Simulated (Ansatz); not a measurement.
Input for Ansatz (development build ahead of 0.2.0):

```yaml
crystal:
  periodic: [false, false, false]
  atoms:
    - { symbol: Ag, position_ang: [-0.00432, -0.00667, -0.03985] }
    - { symbol: H, position_ang: [0.00941, -0.00172, 1.59079] }
basis:
  gaussian: { orbitals: def2-TZVP }
hamiltonian:
  xc: hf
correlation:
  method: mp2
  frozen_orbitals: { Ag: 0, H: 0 }
```

The input is written out in the form of the current development build from the run's settings. The basis set brings a core potential for Ag, so the total leaves out those core electrons.

Results

```yaml
Converged: yes
Reference_energy: -146.65864 hartree
Correlation_energy: -0.49245 hartree
Total_energy: -147.15109 hartree
Spin_squared_of_the_determinant: 0.000
```
